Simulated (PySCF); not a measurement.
Electronic structure of P⁺ (phosphorus, charge +1) at the r2SCAN level

Configuration: [Ne] 3s2 3p2, high-spin 3P determinant. Computed with PySCF 2.14 in aug-cc-pCVTZ-DK with one added diffuse shell each of s, p, d, f type (9s8p6d4f, 91 functions), with the spin-free X2C one-electron Hamiltonian (Gaussian nucleus).

```json
{"Total energy": "-341.6761 hartree", "One-electron energy": "-466.9751 hartree", "Hartree (Coulomb) energy": "148.2450 hartree", "Exchange-correlation energy": "-22.9460 hartree", "⟨S²⟩": "2.0082", "⟨L²⟩": "2.028", "Sum of ⟨r⟩": "12.03 bohr", "Sum of ⟨r²⟩": "20.58 bohr²", "Traceless quadrupole moment −½Σ⟨3z² − r²⟩ along its main axis": "2.00 e·bohr²", "Langevin diamagnetic susceptibility": "-16.3 ×10⁻⁶ cm³/mol"}
```

```csv
shell,electrons,mean orbital energy (hartree),spread (hartree),"rms radius, mean of both spins (bohr)"
1s α,1,-77.41000,0,0.120
1s β,1,-77.39744,0,0.120
2s α,1,-6.94210,0,0.565
2s β,1,-6.93469,0,0.565
2p α,3,-5.05405,0.00679,0.542
2p β,3,-5.03923,0.02014,0.542
3s α,1,-0.90517,0,1.97
3s β,1,-0.80944,0,1.97
3p α,2,-0.56591,0,2.28
```

Densities and radii are taken from the X2C orbitals without a picture-change correction, which distorts them close to the nucleus.
